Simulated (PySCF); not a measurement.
# Working out the ionisation energy of I²⁺

I²⁺ [Kr] 4d10 5s2 5p3 (4S) → I³⁺ [Kr] 4d10 5s2 5p2 (3P). All numbers are calculated (PySCF 2.14, the spin-free X2C one-electron Hamiltonian (Gaussian nucleus), in x2c-TZVPPall with one added diffuse shell each of s, p, d, f type (9s7p5d3f, 76 functions)). Frozen: [Ar] 3d10. Energies in hartree (1 hartree = 27.21139 eV):

```json
{"part": "UHF", "I²⁺ (lower)": "-7111.658763", "I³⁺ (upper)": "-7110.562202"}
{"part": "CCSD correlation", "I²⁺ (lower)": "-0.508836", "I³⁺ (upper)": "-0.490339"}
{"part": "(T)", "I²⁺ (lower)": "-0.007682", "I³⁺ (upper)": "-0.006811"}
```

Task: What does Hartree-Fock give?

Result: (-7110.562202) − (-7111.658763) = 1.096561 hartree = 29.839 eV.

Task: What do CCSD and CCSD(T) give?

Result: The CCSD correlation energies differ by 0.018497 hartree = 0.503 eV and the triples by 0.000871 hartree = 0.024 eV, so CCSD gives 30.342 eV and CCSD(T) 30.366 eV.

Reference: 29.57 ± 0.025 eV (measured; NIST Atomic Spectra Database, ionization energies), between the lowest levels; spin-orbit coupling is absent from the calculation.

What remains against the reference includes basis incompleteness, the frozen core and higher excitations.
